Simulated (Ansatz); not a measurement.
BrClHInO, SMILES `[OH][In]([Cl])[Br]`. The species carries charge 0 and has multiplicity 1. In takes the def2 core potential. The structure was optimised at the PBE0-D4/def2-TZVP level. It is one conformer, not always the lowest.

```xyz
5

O    -0.032   -1.578   -0.067
In   -0.094    0.380   -0.166
Cl    0.865    1.593    1.552
Br   -1.154    1.485   -2.049
H     0.415   -1.879    0.730
```

(1) What is the dipole moment at PBE/def2-TZVPP? (Best estimate.)

(2) And with r2SCAN, B3LYP, ωB97M-V? (Estimate.)

(3) Give the Mulliken charges with PBE, ωB97M-V, r2SCAN in def2-TZVPP. (Best estimate.)

## Answers

(1) Computed: 0.97 D, with components (0.31, -0.73, 0.56) D in this frame, pointing from negative to positive charge.

(2) The calculation gave: r2SCAN 1.00 D, B3LYP 0.93 D, ωB97M-V 0.96 D.

(3) Computed: 
```
atom    PBE  ωB97M-V  r2SCAN
  O1  -0.43    -0.48   -0.49
 In2   0.84     0.89    0.93
 Cl3  -0.32    -0.32   -0.35
 Br4  -0.28    -0.28   -0.30
  H5   0.19     0.18    0.20
```

B3LYP here is the variant with VWN-RPA as its local correlation; programs differ in this.
